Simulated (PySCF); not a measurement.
CH₂N, SMILES C#[NH+], charge +1. Heavy atoms are numbered as in [CH:1]#[NH+:2]. Hydrogens are named by the atom that carries them.

The structure is a stationary point at PBE0-D3(BJ)/def2-TZVPD. The isomer is the one that the SMILES or the coordinates give; other isomers of the formula were not compared.

All values below come from PBE0/pcSseg-2 (PySCF).

GIAO shieldings, no solvent; atoms alike by connectivity are averaged. δ = σ(ref) − σ: ¹³C against TMS (σ = 186.1 ppm); ¹⁵N against NH3 (σ = 263.3 ppm); ¹H against TMS (σ = 31.54 ppm), references at their B3LYP-D3(BJ)/def2-TZVP geometries, non-relativistic.

**Question.** Estimate the chemical shifts. (The exact figures need the calculation; the answer reports its results.)

**Answer.** 
```
nucleus    atoms  count  δ (ppm)
-------  -------  -----  -------
¹³C      C1 (CH)      1    104.8
¹⁵N      N2 (NH)      1    158.3
¹H       H on N2      1     6.51
¹H       H on C1      1     5.76
```
